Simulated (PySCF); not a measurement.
# KBi at PBE0

Level: PBE0. K def2-SVP, Bi def2-SVP with ECP60; scalar-relativistic core potentials (PySCF 2.14).

| Item | Value |
| --- | --- |
| state | ³Π (triplet), unpaired electrons σ ↑, π ↑, a second solution, started from another occupation |
| bond length | 3.213 Å |
| harmonic wavenumber | 142 cm⁻¹ |
| force constant | 0.391 mdyn/Å |
| rotational constant Be | 0.04972 cm⁻¹ |
| anharmonicity ωexe | 0.394 cm⁻¹ |
| vibration–rotation constant αe | 0.000230 cm⁻¹ |
| energy of the minimum from ground-state K + Bi | -0.440 eV |
| bond order (Mayer) | 0.78 |
| dipole moment (positive dipole means K(−)Bi(+)) | -10.08 D |

Spin–orbit coupling is left out, which matters for elements this heavy, above all for dissociation energies.
